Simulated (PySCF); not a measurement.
C2H6AuClS, charge +1, doublet, at a GFN2-xTB geometry (such geometries of metal compounds can be far from the true shape) (the multiplicity is a formal guess) (core potentials on Au). Base run: DF-B3LYP/def2-SV(P) (PySCF).

Input for PySCF:
```python
from pyscf import gto, scf, dft

mol = gto.Mole()
mol.atom = '''
    Au    0.239809   -0.443508   -0.065562
    Cl    2.431965   -0.814834    0.441931
    C    -1.378993    2.304143   -1.203203
    S    -1.807325    0.819280   -0.264190
    C    -2.106079    1.530413    1.371373
    H    -0.565928    2.841986   -0.723929
    H    -2.263033    2.936771   -1.257472
    H    -1.093939    1.999322   -2.205964
    H    -1.250524    2.113471    1.700195
    H    -2.299719    0.716188    2.063647
    H    -2.987574    2.165748    1.308095
'''
mol.basis = 'def2-sv(p)'
mol.ecp = {'Au': 'def2-sv(p)'}
mol.charge = 1
mol.spin = 1
mol.verbose = 3
mol.build()

mf = dft.UKS(mol)
mf.xc = 'b3lyp'
mf = mf.density_fit(auxbasis='def2-universal-jkfit')
mf.kernel()
```

Variants of this job, named by their change:

```csv
change,basis functions,E (Eh),HOMO (eV)
base,101,-1073.42162,-12.95
basis = x2c-SVPall; relativity = spin-free X2C (without mol.ecp = {'Au': 'def2-sv(p)'}; without mf = mf.density_fit(auxbasis='def2-universal-jkfit')),160,-19957.17468,-12.93
basis = ANO-RCC-VDZP; relativity = none (without mol.ecp = {'Au': 'def2-sv(p)'}; without mf = mf.density_fit(auxbasis='def2-universal-jkfit')),153,-16290.07497,-11.27
basis = x2c-SVPall; relativity = none (without mol.ecp = {'Au': 'def2-sv(p)'}; without mf = mf.density_fit(auxbasis='def2-universal-jkfit')),160,-16476.68655,-11.40
basis = jorge-DZP-DKH; relativity = spin-free X2C (without mol.ecp = {'Au': 'def2-sv(p)'}; without mf = mf.density_fit(auxbasis='def2-universal-jkfit')),171,-19924.88890,-12.71
basis = ANO-RCC-VDZP; relativity = spin-free X2C; nucleus = Gaussian (with mol.nucmod = 'G'; without mol.ecp = {'Au': 'def2-sv(p)'}; without mf = mf.density_fit(auxbasis='def2-universal-jkfit')),153,-19954.87219,-12.89
basis = jorge-DZP-DKH; relativity = spin-free X2C; nucleus = Gaussian (with mol.nucmod = 'G'; without mol.ecp = {'Au': 'def2-sv(p)'}; without mf = mf.density_fit(auxbasis='def2-universal-jkfit')),171,-19922.10334,-12.71
basis = ANO-RCC-VDZP; relativity = spin-free X2C (without mol.ecp = {'Au': 'def2-sv(p)'}; without mf = mf.density_fit(auxbasis='def2-universal-jkfit')),153,-19958.65212,-12.89
basis = jorge-DZP-DKH; relativity = none (without mol.ecp = {'Au': 'def2-sv(p)'}; without mf = mf.density_fit(auxbasis='def2-universal-jkfit')),171,-18319.04465,-12.14
basis = x2c-SVPall; relativity = spin-free X2C; nucleus = Gaussian (with mol.nucmod = 'G'; without mol.ecp = {'Au': 'def2-sv(p)'}; without mf = mf.density_fit(auxbasis='def2-universal-jkfit')),160,-19954.05931,-12.93
```

Totals shift with the method and basis; they matter in differences.

Open shells are given as the SCF converged; they aren't shown to be the lowest states, and a large step between rows can be another state.

Basis sets contracted for a relativistic Hamiltonian are a mismatch without it, so the rows without relativity aren't non-relativistic limits. No row has spin-orbit coupling; sets with core potentials leave out the core electrons.
